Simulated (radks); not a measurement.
Question: The rhodium anion Rh0.5-, configuration [Kr] 4d(up 4, down 4) 5s(up 1, down 0.5) (fractional occupations, a model configuration). Method: scalar-relativistic Kohn-Sham, SCAN, spin-polarised, spherical densities, finite nucleus; meta-GGA in the generalised Kohn-Sham scheme; Fermi nuclear charge, rms radius 4.4945 fm; computed with a radial shooting solver on a logarithmic mesh with Libxc functionals. Some entries of the table are withheld. Estimate them.

| orbital | occ. | eigenvalue (Ry) | <r> (bohr) | <1/r> (bohr^-1) |
|---|---|---|---|---|
| 1s up | 1 | -1696.515 | 0.03263 | 47.05 |
| 1s down | 1 | -1696.514 | 0.03263 | 47.05 |
| 2s down | 1 | -246.8214 | 0.1418 | 10.67 |
| 2s up | 1 | -246.8208 | 0.1418 | 10.67 |
| 2p down | 3 | -220.9283 | 0.1237 | 10.32 |
| 2p up | 3 | -220.9281 | 0.1237 | 10.32 |
| 3s up | 1 | -44.35227 | 0.3896 | 3.722 |
| 3s down | 1 | -44.35201 | 0.3896 | 3.722 |
| 3p up | 3 | -35.75734 | 0.3899 | 3.539 |
| 3p down | 3 | -35.75700 | 0.3899 | 3.539 |
| 3d up | 5 | -22.08358 | 0.3704 | 3.306 |
| 3d down | 5 | -22.08348 | 0.3703 | 3.306 |
| 4s down | 1 | -6.01003 | (1) | 1.392 |
| 4s up | 1 | -6.00682 | (2) | 1.392 |
| 4p down | 3 | (3) | 1.083 | 1.246 |
| 4p up | 3 | (4) | 1.083 | 1.246 |
| 4d up | 4 | -0.20794 | 1.627 | 0.8544 |
| 4d down | 4 | -0.19851 | 1.598 | 0.8652 |
| 5s up | 1 | -0.14259 | 3.438 | 0.3745 |
| 5s down | 0.5 | -0.08956 | 3.590 | 0.3622 |

Answer: 
(1) 4s down <r> (bohr): 0.9829
(2) 4s up <r> (bohr): 0.9826
(3) 4p down eigenvalue (Ry): -3.58390
(4) 4p up eigenvalue (Ry): -3.58035
